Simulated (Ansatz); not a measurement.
Reaction (SMILES): O=C(O)O → [OH] (HO) + O=[C]O (the C-O bond at the site shown breaks; other sites are not compared here)
Geometries: B3LYP-D3(BJ)/def2-TZVP minima from Ansatz (an electronic-structure program), one conformer each, not searched for the lowest.

Wanted: bond dissociation energy (electronic energy difference), in kcal/mol. Correlated levels leave the core frozen unless marked. Open shells are spin-unrestricted. No spin-orbit coupling. Non-relativistic. Basis-set limits of correlation are two-point, X^-3; Hartree-Fock from the larger set. The bracket is a focal-point correction in the basis named.

RI-MP2/CBS(aug-cc-pVTZ,aug-cc-pVQZ)+[CCSD(T)-MP2]/aug-cc-pVTZ (Ansatz) gives 118.4 kcal/mol.

Question: Another calculation gave 115.8 kcal/mol. Which level was it?
A. PBE-QIDH/def2-TZVPD (Ansatz)
B. BHLYP/def2-TZVPD (Ansatz)
C. HSE06/def2-TZVPD (Ansatz)
D. r2SCAN0/def2-TZVPD (Ansatz)

Answer: C, HSE06/def2-TZVPD (Ansatz). The others give 112.3 (r2SCAN0), 108.9 (BHLYP), 118.3 (PBE-QIDH) kcal/mol.
